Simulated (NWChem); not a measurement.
All runs are NWChem calculations. System: Ga$_{2}$, charge -1, spin multiplicity 4, at the geometry of a parent with another charge or spin, in a state set for the comparison that need not be this species' ground state. Its SCF solution wasn't tested for a lower state. Level: UHF/def2-TZVPD.

The NWChem input:

```
start mol
memory heap 200 mb stack 900 mb global 1100 mb
charge -1
geometry units angstroms nocenter noautoz
  Ga     0.000000     0.000000     1.222654
  Ga     0.000000     0.000000    -1.222654
  symmetry group D2h
end
basis spherical
  * library def2-tzvpd
end
scf
  uhf
  nopen 3
  maxiter 100
  thresh 1e-7
  semidirect memsize 60000000 filesize 0
  # guess.movecs holds the orbitals of an unrestricted PBE0 run
  vectors input guess.movecs output mol.movecs
end
task scf energy
```

NWChem printed:

```
             Northwest Computational Chemistry Package (NWChem) 7.3.0
             --------------------------------------------------------

                                NWChem Input Module
                                -------------------

 Scaling coordinates for geometry "geometry" by  1.889725989
 (inverse scale =  0.529177249)

 Turning off AUTOSYM since
 SYMMETRY directive was detected!

                             Geometry "geometry" -> ""
                             -------------------------

 Output coordinates in angstroms (scale by  1.889725989 to convert to a.u.)

  No.       Tag          Charge          X              Y              Z
 ---- ---------------- ---------- -------------- -------------- --------------
    1 Ga                  31.0000     0.00000000     0.00000000     1.22265400
    2 Ga                  31.0000     0.00000000     0.00000000    -1.22265400

 Effective nuclear repulsion energy (a.u.)     207.9653509041

            Nuclear Dipole moment (a.u.)
            ----------------------------
        X                 Y               Z
 ---------------- ---------------- ----------------
     0.0000000000     0.0000000000     0.0000000000

      Symmetry information
      --------------------

 Group name             D2h
 Group number             26
 Group order               8
 No. of unique centers     1

      Symmetry unique atoms

     1


 Summary of "ao basis" -> "" (spherical)
 ------------------------------------------------------------------------------
       Tag                 Description            Shells   Functions and Types
 ---------------- ------------------------------  ------  ---------------------
 *                         def2-tzvpd                 on all atoms

 Summary of "ao basis" -> "ao basis" (spherical)
 ------------------------------------------------------------------------------
       Tag                 Description            Shells   Functions and Types
 ---------------- ------------------------------  ------  ---------------------
 Ga                        def2-tzvpd               18       54   7s5p5d1f

                                 NWChem SCF Module
                                 -----------------

  ao basis        = "ao basis"
  functions       =   108
  atoms           =     2
  alpha electrons =    33
  beta  electrons =    30
  charge          =  -1.00
  wavefunction    = UHF
  use symmetry    = T
  symmetry adapt  = T

 Summary of "ao basis" -> "ao basis" (spherical)
 ------------------------------------------------------------------------------
       Tag                 Description            Shells   Functions and Types
 ---------------- ------------------------------  ------  ---------------------
 Ga                        def2-tzvpd               18       54   7s5p5d1f

      Symmetry analysis of basis
      --------------------------

        ag         24
        au          6
        b1g         6
        b1u        24
        b2g        12
        b2u        12
        b3g        12
        b3u        12

 Forming initial guess at       0.1s

   Symmetry analysis of molecular orbitals - initial alpha
   -------------------------------------------------------

  Numbering of irreducible representations:

     1 ag          2 au          3 b1g         4 b1u         5 b2g
     6 b2u         7 b3g         8 b3u

  Orbital symmetries:

     1 b1u         2 ag          3 b1u         4 ag          5 b2g
     6 b3g         7 b2u         8 b3u         9 b1u        10 ag
    11 ag         12 b1u        13 b2u        14 b3u        15 b2g
    16 b3g        17 ag         18 b1u        19 ag         20 b3u
    21 b2u        22 b1g        23 ag         24 au         25 b1u
    26 b3g        27 b2g        28 b1u        29 ag         30 b1u
    31 b2u        32 b3u        33 ag         34 b3g        35 b2g
    36 b1u        37 ag         38 ag         39 b1g        40 ag
    41 b1u        42 b2u        43 b3u

   Symmetry analysis of molecular orbitals - initial beta
   ------------------------------------------------------

  Numbering of irreducible representations:

     1 ag          2 au          3 b1g         4 b1u         5 b2g
     6 b2u         7 b3g         8 b3u

  Orbital symmetries:

     1 b1u         2 ag          3 b1u         4 ag          5 b3g
     6 b2g         7 b2u         8 b3u         9 b1u        10 ag
    11 ag         12 b1u        13 b2u        14 b3u        15 b3g
    16 b2g        17 ag         18 b1u        19 ag         20 b2u
    21 b3u        22 b1g        23 ag         24 au         25 b1u
    26 b3g        27 b2g        28 b1u        29 ag         30 b1u
    31 ag         32 b3u        33 b2u        34 b1u        35 b2g
    36 b3g        37 ag         38 b1g        39 ag         40 ag
    41 b1u        42 b3u        43 b2u

 Starting SCF solution at       0.1s

 ----------------------------------------------
         Quadratically convergent UHF

 Convergence threshold     :          1.000E-07
 Maximum no. of iterations :          100
 Integral*density screening:          1.000E-09
 ----------------------------------------------

              iter       energy          gnorm     gmax       time
             ----- ------------------- --------- --------- --------
                 1    -3846.4725721650  7.73D-01  2.54D-01      2.1
                 2    -3846.4935385578  2.90D-01  5.16D-02      2.2
                 3    -3846.4971464506  8.47D-03  2.71D-03      2.4
                 4    -3846.4971987693  8.04D-05  3.96D-05      2.8
                 5    -3846.4971987774  1.05D-08  3.87D-09      3.4
[...]
   30   -0.2078
   31   -0.0576
   32   -0.0512
   33   -0.0512
   34    0.1779
   35    0.1894
   36    0.1894
   37    0.1987
   38    0.2391
   39    0.2391
   40    0.2456
   41    0.2766
   42    0.2808
   43    0.2808

          Final beta eigenvalues
          ----------------------

              1
    1 -378.6115
    2 -378.6114
    3  -47.9649
    4  -47.9648
    5  -42.2905
    6  -42.2905
    7  -42.2905
    8  -42.2905
    9  -42.2895
   10  -42.2894
   11   -6.1894
   12   -6.1893
   13   -4.2783
   14   -4.2783
   15   -4.2782
   16   -4.2782
   17   -4.2762
   18   -4.2755
   19   -0.9939
   20   -0.9898
   21   -0.9898
   22   -0.9897
   23   -0.9897
   24   -0.9891
   25   -0.9891
   26   -0.9841
   27   -0.9841
   28   -0.9801
   29   -0.2644
   30   -0.1202
   31    0.1815
   32    0.1862
   33    0.2068
   34    0.2068
   35    0.2222
   36    0.2222
   37    0.2263
   38    0.2595
   39    0.2595
   40    0.2865
   41    0.2902
   42    0.2923
   43    0.2923

                    UHF Final Alpha Molecular Orbital Analysis
                    ------------------------------------------

 Vector   31  Occ=1.000000D+00  E=-5.759052D-02  Symmetry=ag
              MO Center=  5.5D-16, -4.3D-17,  4.1D-15, r^2= 7.1D+00
   Bfn.  Coefficient  Atom+Function         Bfn.  Coefficient  Atom+Function
  ----- ------------  ---------------      ----- ------------  ---------------
    22      0.364112  1 Ga pz                76     -0.364112  2 Ga pz
    19      0.316054  1 Ga pz                73     -0.316054  2 Ga pz
     7      0.220082  1 Ga s                 61      0.220082  2 Ga s

 Vector   32  Occ=1.000000D+00  E=-5.120828D-02  Symmetry=b3u
              MO Center= -7.1D-16, -4.7D-16, -1.4D-16, r^2= 4.8D+00
   Bfn.  Coefficient  Atom+Function         Bfn.  Coefficient  Atom+Function
  ----- ------------  ---------------      ----- ------------  ---------------
    20      0.410818  1 Ga px                74      0.410818  2 Ga px
    17      0.235304  1 Ga px                71      0.235304  2 Ga px

 Vector   33  Occ=1.000000D+00  E=-5.120828D-02  Symmetry=b2u
              MO Center=  2.5D-17,  1.4D-17,  5.0D-17, r^2= 4.8D+00
   Bfn.  Coefficient  Atom+Function         Bfn.  Coefficient  Atom+Function
  ----- ------------  ---------------      ----- ------------  ---------------
    21      0.410818  1 Ga py                75      0.410818  2 Ga py
    18      0.235304  1 Ga py                72      0.235304  2 Ga py

 Vector   34  Occ=0.000000D+00  E= 1.779265D-01  Symmetry=b1u
              MO Center=  7.2D-21,  7.2D-21, -3.3D-15, r^2= 2.5D+01
   Bfn.  Coefficient  Atom+Function         Bfn.  Coefficient  Atom+Function
  ----- ------------  ---------------      ----- ------------  ---------------
     7      4.164829  1 Ga s                 61     -4.164829  2 Ga s
    22     -3.045316  1 Ga pz                76     -3.045316  2 Ga pz
     6      2.129233  1 Ga s                 60     -2.129233  2 Ga s
    45      0.636585  1 Ga d  0              99     -0.636585  2 Ga d  0
    40      0.447343  1 Ga d  0              94     -0.447343  2 Ga d  0

 Vector   35  Occ=0.000000D+00  E= 1.893747D-01  Symmetry=b2g
              MO Center= -9.9D-16, -2.3D-15,  4.8D-17, r^2= 1.3D+01
   Bfn.  Coefficient  Atom+Function         Bfn.  Coefficient  Atom+Function
  ----- ------------  ---------------      ----- ------------  ---------------
    46      0.680295  1 Ga d  1             100      0.680295  2 Ga d  1
    17     -0.192458  1 Ga px                71      0.192458  2 Ga px

 Vector   36  Occ=0.000000D+00  E= 1.893747D-01  Symmetry=b3g
              MO Center=  1.7D-15, -7.4D-16, -5.5D-16, r^2= 1.3D+01
   Bfn.  Coefficient  Atom+Function         Bfn.  Coefficient  Atom+Function
  ----- ------------  ---------------      ----- ------------  ---------------
    44      0.680295  1 Ga d -1              98      0.680295  2 Ga d -1
    18      0.192458  1 Ga py                72     -0.192458  2 Ga py

                     UHF Final Beta Molecular Orbital Analysis
                     -----------------------------------------

 Vector   28  Occ=1.000000D+00  E=-9.800578D-01  Symmetry=b1u
              MO Center=  4.2D-17,  1.6D-17,  6.6D-12, r^2= 1.7D+00
   Bfn.  Coefficient  Atom+Function         Bfn.  Coefficient  Atom+Function
  ----- ------------  ---------------      ----- ------------  ---------------
    25      0.643546  1 Ga d  0              79     -0.643546  2 Ga d  0

 Vector   29  Occ=1.000000D+00  E=-2.644376D-01  Symmetry=ag
              MO Center=  6.2D-17, -4.9D-17,  6.2D-15, r^2= 2.8D+00
   Bfn.  Coefficient  Atom+Function         Bfn.  Coefficient  Atom+Function
  ----- ------------  ---------------      ----- ------------  ---------------
     5      0.435906  1 Ga s                 59      0.435906  2 Ga s
     6      0.265077  1 Ga s                 60      0.265077  2 Ga s
     4     -0.203991  1 Ga s                 58     -0.203991  2 Ga s

 Vector   30  Occ=1.000000D+00  E=-1.201947D-01  Symmetry=b1u
              MO Center= -9.6D-18, -9.3D-18, -5.8D-15, r^2= 5.0D+00
   Bfn.  Coefficient  Atom+Function         Bfn.  Coefficient  Atom+Function
  ----- ------------  ---------------      ----- ------------  ---------------
     5      0.422940  1 Ga s                 59     -0.422940  2 Ga s
     6      0.406579  1 Ga s                 60     -0.406579  2 Ga s
     4     -0.201657  1 Ga s                 58      0.201657  2 Ga s
     7      0.156362  1 Ga s                 61     -0.156362  2 Ga s

 Vector   31  Occ=0.000000D+00  E= 1.814892D-01  Symmetry=ag
              MO Center= -1.6D-12,  2.6D-12,  5.5D-14, r^2= 1.4D+01
   Bfn.  Coefficient  Atom+Function         Bfn.  Coefficient  Atom+Function
  ----- ------------  ---------------      ----- ------------  ---------------
     6      1.042994  1 Ga s                  7     -1.039241  1 Ga s
    60      1.042994  2 Ga s                 61     -1.039241  2 Ga s
    45     -0.306927  1 Ga d  0              99     -0.306927  2 Ga d  0
    19     -0.166075  1 Ga pz                73      0.166075  2 Ga pz

 Vector   32  Occ=0.000000D+00  E= 1.862304D-01  Symmetry=b1u
              MO Center=  1.9D-22,  1.0D-22,  6.8D-14, r^2= 2.6D+01
   Bfn.  Coefficient  Atom+Function         Bfn.  Coefficient  Atom+Function
  ----- ------------  ---------------      ----- ------------  ---------------
     7      4.393378  1 Ga s                 61     -4.393378  2 Ga s
    22     -3.360567  1 Ga pz                76     -3.360567  2 Ga pz
     6      2.408295  1 Ga s                 60     -2.408295  2 Ga s
    45      0.650089  1 Ga d  0              99     -0.650089  2 Ga d  0
    40      0.486320  1 Ga d  0              94     -0.486320  2 Ga d  0

 Vector   33  Occ=0.000000D+00  E= 2.068268D-01  Symmetry=b3u
              MO Center=  1.9D-12,  5.6D-19,  7.9D-17, r^2= 6.1D+00
   Bfn.  Coefficient  Atom+Function         Bfn.  Coefficient  Atom+Function
  ----- ------------  ---------------      ----- ------------  ---------------
    20      0.513309  1 Ga px                74      0.513309  2 Ga px

 center of mass
 --------------
 x =   0.00000000 y =   0.00000000 z =   0.00000000

 moments of inertia (a.u.)
 ------------------
         735.895248313686           0.000000000000           0.000000000000
           0.000000000000         735.895248313686           0.000000000000
           0.000000000000           0.000000000000           0.000000000000

  Mulliken analysis of the total density
  --------------------------------------

    Atom       Charge   Shell Charges
 -----------   ------   -------------------------------------------------------
    1 Ga  31    31.50   2.00  2.00  1.18  0.78  0.90  0.86  0.18  5.98  4.44  1.55  0.60  0.95  8.88  1.14 -0.04  0.06  0.02  0.00
    2 Ga  31    31.50   2.00  2.00  1.18  0.78  0.90  0.86  0.18  5.98  4.44  1.55  0.60  0.95  8.88  1.14 -0.04  0.06  0.02  0.00

  Mulliken analysis of the alpha density
  --------------------------------------

    Atom       Charge   Shell Charges
 -----------   ------   -------------------------------------------------------
    1 Ga  31    16.50   1.00  1.00  0.59  0.39  0.40  0.46  0.13  2.99  2.23  0.77  0.55  0.93  4.43  0.57 -0.01  0.04  0.02  0.00
    2 Ga  31    16.50   1.00  1.00  0.59  0.39  0.40  0.46  0.13  2.99  2.23  0.77  0.55  0.93  4.43  0.57 -0.01  0.04  0.02  0.00

   Mulliken analysis of the beta density
   -------------------------------------

    Atom       Charge   Shell Charges
 -----------   ------   -------------------------------------------------------
    1 Ga  31    15.00   1.00  1.00  0.59  0.39  0.50  0.40  0.06  2.99  2.21  0.78  0.05  0.02  4.45  0.57 -0.03  0.02 -0.00  0.00
    2 Ga  31    15.00   1.00  1.00  0.59  0.39  0.50  0.40  0.06  2.99  2.21  0.78  0.05  0.02  4.45  0.57 -0.03  0.02 -0.00  0.00

   Mulliken analysis of the spin density
   -------------------------------------

    Atom       Charge   Shell Charges
 -----------   ------   -------------------------------------------------------
    1 Ga  31     1.50  -0.00 -0.00 -0.00  0.00 -0.10  0.06  0.07  0.00  0.02 -0.01  0.50  0.91 -0.02  0.01  0.02  0.03  0.02  0.00
    2 Ga  31     1.50  -0.00 -0.00 -0.00  0.00 -0.10  0.06  0.07  0.00  0.02 -0.01  0.50  0.91 -0.02  0.01  0.02  0.03  0.02  0.00

       Multipole analysis of the density wrt the origin
       ------------------------------------------------

     L   x y z        total         alpha         beta         nuclear
     -   - - -        -----         -----         ----         -------
     0   0 0 0     -1.000000    -33.000000    -30.000000     62.000000

     1   1 0 0     -0.000000     -0.000000     -0.000000      0.000000
     1   0 1 0      0.000000     -0.000000      0.000000      0.000000
     1   0 0 1      0.000000      0.000000      0.000000      0.000000

     2   2 0 0    -32.935068    -23.726402     -9.208665      0.000000
     2   1 1 0     -0.000000     -0.000000      0.000000      0.000000
     2   1 0 1     -0.000000      0.000000     -0.000000      0.000000
     2   0 2 0    -32.935068    -23.726402     -9.208665      0.000000
     2   0 1 1      0.000000      0.000000     -0.000000      0.000000
     2   0 0 2    -43.471668   -202.787984   -171.659687    330.976003

 Task  times  cpu:        3.5s     wall:        3.5s

 Total times  cpu:        3.6s     wall:        3.6s
```
